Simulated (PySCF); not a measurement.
# Unknowns

Computed data (PySCF 2.14): structure optimised with GFN2-xTB, GIAO PBE0/pcSseg-1 shieldings, B3LYP/pcJ-1 coupling constants (spin–dipole term left out of most H,H and C,H couplings). One conformer, isolated molecule, non-relativistic Hamiltonian, one averaged value for each set of equivalent atoms.

Chemical shifts δ = σref − σ; TMS for 1H (σ = 31.72 ppm), 13C (σ = 186.93 ppm), all at this level. Multiplet labels drop J under 1 Hz and among equivalent protons, and merge close values. Unscaled 3J(H,H) run several per cent high. Splittings of carbon signals by F and P are missing where no couplings were computed. Where no couplings were computed, multiplicities follow the n + 1 count of equivalent neighbours, and m marks all less simple cases (inequivalent or close neighbours, rings, F or P nearby). One-bond C–F couplings are unscaled and too large by tens of Hz. Shifts are as computed. Against solution values, carbons near 30 ppm lie about +3 ppm off and those near 130 ppm about +5 ppm. Of 1211 compounds with measured shifts, 218 miss one by over three times the rms of a fit or turn the order of signals round; such compounds aren't used in these exercises.

(1) C$_{3}$H$_{5}$FO$_{2}$. 1H NMR (400 MHz, computed): δ 4.31 (d, J = 6.6 Hz, 2H), 3.71 (d, J = 1.6 Hz, 3H). 13C{1H} NMR (computed): δ 169.5 (C, d, J = 433.1 Hz), 70.1 (CH2, d, J = 69.0 Hz), 59.9 (CH3). Identify the compound.

(2) C$_{5}$H$_{11}$FOSi$_{2}$. 1H NMR (300 MHz, computed): δ 7.17 (m, 1H), 4.30 (t, 2H), 4.21 (s, 3H), 2.43 (s, 3H), 1.92 (t, 2H). 13C{1H} NMR (computed): δ 242.8, 164.0, 112.9, 40.6, 14.9. Give a structure.

Results:

(1) SMILES COCC(=O)F. The formula gives 1 degree of unsaturation (no ring in the answer). 3 carbon signals for 3 carbons: no two carbons are equivalent. Carbon types of the structure: 1 × C, 1 × CH2, 1 × CH3, which accounts for all hydrogens. δC 169.5: carbonyl carbon. δC 70.1: sp3 CH2 bonded to O, α to a carbonyl; deshielded by the electronegative neighbour. δC 59.9: methyl carbon bonded to O; pulled downfield by the heteroatom. δH 4.31: hydrogen on an sp3 CH2 bonded to O, α to a carbonyl; its carbon carries O, hence the downfield position.

The data come from this structure; uniqueness wasn't tested.

(2) `C(=C(\C[SiH2]C(C)=O)[SiH3])/F`. The formula gives 2 degrees of unsaturation (no ring in the answer). 5 carbon signals for 5 carbons: no two carbons are equivalent. Carbon types of the structure: 2 × C, 1 × CH, 1 × CH2, 1 × CH3, leaving 5 H on heteroatoms. δC 242.8: carbonyl carbon. δC 164.0: alkene CH; as expected for a trigonal carbon in a double bond. δC 112.9: fully substituted alkene carbon; as expected for a trigonal carbon in a double bond. δH 7.17: hydrogen on an alkene CH; a vinylic proton, deshielded by the sp2 carbon and the C=C anisotropy.

The shifts were computed for this structure.
